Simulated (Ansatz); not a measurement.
A nudged elastic band was laid between two geometries of H₈O₂Si₃ (13 atoms, charge 0, multiplicity 1).

Computed with RHF/6-31G in Ansatz.

```yaml
movable_images: 5
climbing_image: yes
spring: 5.0 eV/Å²
optimiser: quadratic models (default)
start_path: through a guess of the saddle point
force_threshold: 0.05 eV/Å
iteration_limit: 60
end_points: relaxed
```

Image 0:

```xyz
13
Properties=species:S:1:pos:R:3
O 0.788 -1.845 2.183
Si 0.985 -0.940 0.758
O 0.547 -1.847 -0.618
Si -0.428 0.950 0.631
Si -0.870 1.503 -1.633
H 0.012 -2.183 2.604
H 2.441 -0.654 0.731
H 0.896 -2.656 -0.962
H -1.702 0.651 1.354
H 0.236 2.094 1.326
H -1.760 0.482 -2.252
H 0.411 1.570 -2.396
H -1.536 2.839 -1.711
```

Image 6:

```xyz
13
Properties=species:S:1:pos:R:3
O -0.079 -2.064 1.643
Si 0.981 -0.940 0.934
O 1.398 -1.411 -0.650
Si -0.007 1.180 0.612
Si -1.168 1.246 -1.457
H -0.956 -2.334 1.418
H 2.174 -0.991 1.815
H 1.838 -2.184 -0.973
H -0.943 1.459 1.743
H 1.065 2.222 0.629
H -2.080 0.067 -1.562
H -0.208 1.227 -2.595
H -1.995 2.488 -1.541
```

**Question.** What changes between the two ends?

**Answer.** No bond is made or broken. The dihedral O1–Si2–Si4–Si5 goes from -153 to -86°.

**Question.** What energy profile does the band end with?

**Answer.** The forces met the threshold. The highest image is number 4 of 0 to 6, 0.006 eV above the first end and 0.001 eV above the last; the last end lies 0.005 eV above the first. The top lies less than 8 meV above the higher end, about what the thresholds resolve: that end is a shoulder or a very shallow well. A vibrational analysis at the climbing image gives no mode beyond 40i cm⁻¹: the surface is too flat there to confirm a saddle point. Limits of this set-up: no polarisation functions.

| image | path coordinate (Å) | energy (eV) | dihedral O1–Si2–Si4–Si5 (°) |
| --- | --- | --- | --- |
| 0 | 0.00 | 0.000 | -153 |
| 1 | 0.57 | 0.001 | -142 |
| 2 | 1.15 | 0.004 | -130 |
| 3 | 1.72 | 0.006 | -120 |
| 4 | 2.29 | 0.006 | -108 |
| 5 | 2.88 | 0.005 | -97 |
| 6 | 3.47 | 0.005 | -86 |

**Question.** What is the geometry of the highest image?

**Answer.** 
```xyz
13
Properties=species:S:1:pos:R:3:forces:R:3
O 0.184 -2.051 1.880 0.03 0.02 -0.03
Si 0.999 -0.935 0.886 -0.02 -0.01 0.00
O 1.098 -1.503 -0.719 -0.02 0.02 0.01
Si -0.149 1.121 0.649 0.01 0.00 -0.01
Si -1.050 1.309 -1.538 0.00 0.00 0.01
H -0.715 -2.341 1.888 -0.01 0.00 0.00
H 2.353 -0.868 1.488 0.00 0.00 -0.01
H 1.489 -2.283 -1.082 0.02 -0.02 0.01
H -1.234 1.195 1.674 -0.01 0.00 0.01
H 0.803 2.244 0.905 0.00 -0.01 0.00
H -1.970 0.168 -1.819 0.00 0.00 0.00
H 0.043 1.331 -2.549 0.00 0.00 0.00
H -1.830 2.580 -1.649 0.00 0.00 -0.01
```

Run time: 84 s on 1 thread of Arm Neoverse V2, on a shared host, peak memory 0.15 GiB.
